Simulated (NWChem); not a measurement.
Molecule: C4H3Br; SMILES C#C/C=C\Br

All runs: NWChem. All runs use the structure optimised with PBE0/def2-SVP. Level: PBE0/def2-SVP with SMD (1 M gas to 1 M solution), gas-phase geometry.

| solvent | dielectric constant | solvation free energy (kcal/mol) | cavity-dispersion-structure term (kcal/mol) | dipole in solution (D) |
|---|---|---|---|---|
| water | 78.4 | -1.3 | 3.5 | 1.43 |
| dimethyl sulfoxide | 46.8 | -3.6 | 1.1 | 1.42 |
| ethylene glycol | 40.2 | -1.8 | 3.0 | 1.42 |
| N,N-dimethylformamide | 37.2 | -4.6 | 0.2 | 1.42 |
| chlorobenzene | 5.70 | -5.9 | -2.0 | 1.34 |
| ethyl acetate | 5.99 | -5.0 | -1.0 | 1.34 |
| anisole | 4.22 | -4.8 | -1.2 | 1.31 |
